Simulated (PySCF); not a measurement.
Isomers of C7H11PS, one conformer each; single-point electronic energies without zero-point terms and without any empirical dispersion term.

All values: PBE0/pcSseg-1 (PySCF, non-relativistic), each on one gas-phase PBE0-D3(BJ)/def2-SVP geometry that isn't relaxed in the solvent. The solvent is an IEF-PCM continuum (cavity from Bondi-type radii × 1.2). The model holds no explicit solvent molecules, cavitation or dispersion.

```
                  isomer  relative energy, gas (kcal/mol)  dipole (D)
       `Cc1pcc(C(C)C)s1`                              0.0        1.62
`CC[P@@]1(=S)C=CC(C)=C1`                              0.1        5.42
```

**Question.** How do the relative energies look in dimethylsulfoxide (ε = 46.83)?

**Answer.** 
```
                  isomer  relative energy, solvent (kcal/mol)  E(solvent) − E(gas) (kcal/mol)  dipole in solvent (D)
       `Cc1pcc(C(C)C)s1`                                  6.0                            -3.3                   2.35
`CC[P@@]1(=S)C=CC(C)=C1`                                  0.0                            -9.5                   7.75
```

`CC[P@@]1(=S)C=CC(C)=C1` becomes the lowest. Conformers: `[CH3:1][c:2]1[p:3][cH:4][c:5]([CH:6]([CH3:7])[CH3:8])[s:9]1` with C4–C5–C6–C7 -56°; `[CH3:1][CH2:2][P@@:3]1(=[S:4])[CH:5]=[CH:6][C:7]([CH3:8])=[CH:9]1` with C1–C2–P3–S4 -179°. `CC[P@@]1(=S)C=CC(C)=C1` gains most from the continuum, and it has the largest gas-phase dipole. The gains span 6.2 kcal/mol, the gas-phase energies 0.1 kcal/mol.
